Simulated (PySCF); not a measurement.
CH₂N, SMILES C#[NH+], charge +1. The structure is a stationary point at PBE0-D3(BJ)/def2-TZVPD. The isomer is the one that the SMILES or the coordinates give; other isomers of the formula were not compared.

TDA-PBE0/def2-TZVPD run with PySCF puts the lowest singlet excitations at 8.62, 8.99, 8.99, 12.74, 12.74, 13.79 eV and the lowest triplet (TDA) at 6.85 eV.

Problem. What are the lowest singlet roots from EOM-CCSD/aug-cc-pVDZ run with PySCF? (Estimate from the structure and the level; the computed values follow.)

Solution. 9.21, 9.57, 9.57, 13.25, 13.25, 14.18 eV; triplets 7.03, 8.26, 8.26 eV. S1 differs by 0.58 eV (second minus first; roots are paired by order, and the bases may differ).
